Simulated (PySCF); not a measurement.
Computed IR spectrum (relative IR intensity) of a molecule C₃H₆BFO₂. The structure is a stationary point at ωB97X-D3(BJ)/def2-SVP. The values are those of a single conformer. Computed with ωB97X-D3(BJ)/def2-SVP (PySCF). Frequencies are harmonic and unscaled.

```
ν (cm⁻¹)  relative intensity
--------  ------------------
458                      3.2
507                       10
681                      9.7
888                      5.7
993                      6.5
1015                     6.9
1075                     6.6
1328                      14
1405                     5.6
1428                      15
1448                      20
1502                     100
1779                      13
3928                      14
```

Q: Which structure fits?
A. C=C(C)OB(O)F
B. C[C@H](C=O)B(O)F
C. C[C@H]1OCOB1F
D. C=COB(F)CO

A: A, C=C(C)OB(O)F
